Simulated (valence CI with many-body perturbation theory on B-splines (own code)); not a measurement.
## Energy levels of Bi34+

Calculated by relativistic CI+MBPT: three valence electrons over a frozen Dirac-Fock core [Kr] 4d10, a basis of 7 s, 7 p, 7 d, 7 f, 4 g, 2 h functions for each j, with the one-electron correlation potential Σ1, the two-electron term Σ2, the three-electron term Σ3, Breit, model QED; selected CI, second order for the rest, scaled by the run's own slope (own B-spline code, finite nucleus).

The last digits are not significant, and no measured levels were compared; by estimate large intervals hold to a few tenths of a per cent, small ones and those within an open d or f shell to about a per cent. Excitations out of the core, of the other parity, are not computed and may begin above about 202 eV (a cautious bound); beyond it only levels of the ground parity were kept, without lifetimes.

Levels 91 to 109 of 109, with energies above the lowest level, (4f5/2^3) J=9/2. "Leading %" is the weight of the configuration and term that name the level; weights of strongly mixed levels are sums over their largest components and can fall short. In the jj column 3d3/2^4 stands for four electrons in 3d with j = 3/2.

```
No.  Configuration  Term     J  E (eV)  Leading %  Second component      g                Leading jj
 91         4f2 5p   4D°   7/2  369.94         44   29 % 4f2 5p 2F°  1.219  4f5/2 4f7/2 5p3/2 (92 %)
 92         4f2 5p   2G°   9/2  370.12         57   19 % 4f2 5p 4G°  1.089      4f7/2^2 5p3/2 (55 %)
 93         4f2 5p   2P°   3/2  370.30         43   18 % 4f2 5p 2D°  1.179  4f5/2 4f7/2 5p3/2 (59 %)
 94         4f2 5p   2D°   5/2  371.28         50   14 % 4f2 5p 4P°  1.153  4f5/2 4f7/2 5p3/2 (87 %)
 95         4f2 5p   2H°  11/2  372.23         46   40 % 4f2 5p 4G°  1.142      4f7/2^2 5p3/2 (92 %)
 96         4f2 5p   2I°  13/2  372.26         56   22 % 4f2 5p 4H°  1.076      4f7/2^2 5p3/2 (72 %)
 97         4f2 5p   4D°   5/2  372.41         42   24 % 4f2 5p 2D°  1.250  4f5/2 4f7/2 5p3/2 (56 %)
 98         4f2 5p   2D°   3/2  372.79         54   19 % 4f2 5p 4P°  1.145  4f5/2 4f7/2 5p3/2 (91 %)
 99         4f2 5p   2G°   9/2  372.88         41   36 % 4f2 5p 4F°  1.144      4f7/2^2 5p3/2 (80 %)
100         4f2 5p   2D°   5/2  373.24         29   22 % 4f2 5p 4P°  1.223      4f7/2^2 5p3/2 (56 %)
101         4f2 5p   2F°   7/2  373.47         52   19 % 4f2 5p 4D°  1.135      4f7/2^2 5p3/2 (98 %)
102         4f2 5p   2H°  11/2  374.03         46   31 % 4f2 5p 2I°  1.073      4f7/2^2 5p3/2 (74 %)
103         4f2 5p   2P°   1/2  374.19         50   23 % 4f2 5p 4P°  1.179  4f5/2 4f7/2 5p3/2 (75 %)
104         4f2 5p   2K°  15/2  375.35         82   17 % 4f2 5p 4I°  1.086      4f7/2^2 5p3/2 (53 %)
105         4f2 5p   2H°   9/2  377.22         72   17 % 4f2 5p 2G°  0.967      4f7/2^2 5p3/2 (64 %)
106         4f2 5p   2P°   1/2  377.82         77   14 % 4f2 5p 2S°  0.816      4f7/2^2 5p3/2 (73 %)
107         4f2 5p   4D°   7/2  378.24         51   41 % 4f2 5p 2F°  1.271      4f7/2^2 5p3/2 (96 %)
108         4f2 5p   2P°   3/2  379.53         53   30 % 4f2 5p 2D°  1.241      4f7/2^2 5p3/2 (86 %)
109         4f2 5p   2D°   5/2  379.98         53   32 % 4f2 5p 4P°  1.280      4f7/2^2 5p3/2 (95 %)
```

Where two levels of one J and parity lie close, their mixing, g and order are uncertain.
